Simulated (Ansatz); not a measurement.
Relaxation of CH7NO2Si2 (13 atoms, charge 0, multiplicity 1), to a largest force component of 0.015 eV/Å in at most 40 steps.

Method: RKS r2SCAN-D4/6-31G in Ansatz.

```xyz
13
Properties=species:S:1:pos:R:3
N -1.428 -1.241 0.828
Si -0.246 -0.230 0.214
Si 1.916 -0.611 0.701
O -0.522 0.018 -1.371
C -0.757 1.429 -1.161
O -0.775 1.333 0.305
H -2.295 -0.630 0.870
H -1.642 -1.909 0.131
H 2.832 0.387 0.060
H 2.379 -1.971 0.304
H 2.211 -0.495 2.196
H 0.102 2.041 -1.503
H -1.754 1.844 -1.559
```

Problem. Where does it end, and by what steps?

Solution. The forces met the threshold. The force dipped under the threshold on the way, but the program's further checks kept it going. Limits of this set-up: no polarisation functions. After 13 steps the energy has fallen by 1.869 eV; H8 moved furthest, 1.22 Å.

```csv
step,energy less start (eV),largest force component (eV/Å),accepted
0,0.0000,6.172,yes
1,-1.1030,2.997,yes
2,-1.5110,1.108,yes
3,-1.6472,1.363,yes
4,-1.7450,0.834,yes
5,-1.8088,0.533,yes
6,-1.8443,0.337,yes
7,-1.8653,0.095,yes
8,-1.8686,0.049,yes
9,-1.8684,0.081,no
10,-1.8693,0.012,yes
11,-1.8694,0.021,yes
12,-1.8694,0.013,no
13,-1.8695,0.005,yes
```

```xyz
13
Properties=species:S:1:pos:R:3
N -1.422 -1.301 0.681
Si -0.278 -0.159 0.063
Si 1.905 -0.736 0.729
O -0.521 0.320 -1.654
C -0.767 1.719 -1.238
O -0.723 1.576 0.233
H -2.414 -1.217 0.502
H -1.168 -2.101 1.243
H 2.870 0.181 0.041
H 2.209 -2.159 0.352
H 2.045 -0.586 2.217
H 0.037 2.373 -1.587
H -1.752 2.056 -1.569
```

Run time: 110 s on 1 thread of Arm Neoverse V2, on a shared host, peak memory 0.2 GiB.
